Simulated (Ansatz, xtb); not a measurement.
# Loss of Cl2: GaCl3 → GaCl + Cl2

Species: GaCl3 `[Cl][Ga]([Cl])[Cl]`, singlet; GaCl, singlet; Cl2 (chlorine), singlet. 

Shapes, held fixed at every level: PBE0-D4/def2-TZVP. Programs: Ansatz 0.2.0, xtb 6.7.1. The zero-point and thermal change to 298 K, harmonic and unscaled (PBE0-D4/def2-TZVP), is -3.3 kJ/mol.

```csv
level,kind,ΔH(298 K) (kJ/mol),less CCSD(T)/def2-TZVPP
GFN0-xTB,semi-empirical,+340.3,-56.2
HF/def2-SVP,Hartree–Fock,+429.0,+32.5
HF/def2-TZVPP,Hartree–Fock,+402.6,+6.1
r2SCAN0-D4/def2-TZVPP,global hybrid,+408.2,+11.7
wB97M-V/def2-TZVPP,range-separated hybrid,+371.8,-24.7
MP2/def2-TZVPP,perturbation theory,+422.8,+26.3
CCSD/def2-SVP,coupled cluster or CI,+419.5,+23.0
CCSD(T)/def2-TZVPP,coupled cluster or CI,+396.5,0.0
```

The highest level, CCSD(T)/def2-TZVPP, gives ΔH(298 K) = +396.5 kJ/mol; the levels span +340.3 to +429.0. The column of differences is taken from that level and isn't an error. No measured value is set beside it here. Relativity is left out for Ga unless named. Correlated rows may include outer-core shells of Ga, which these sets cover unevenly.
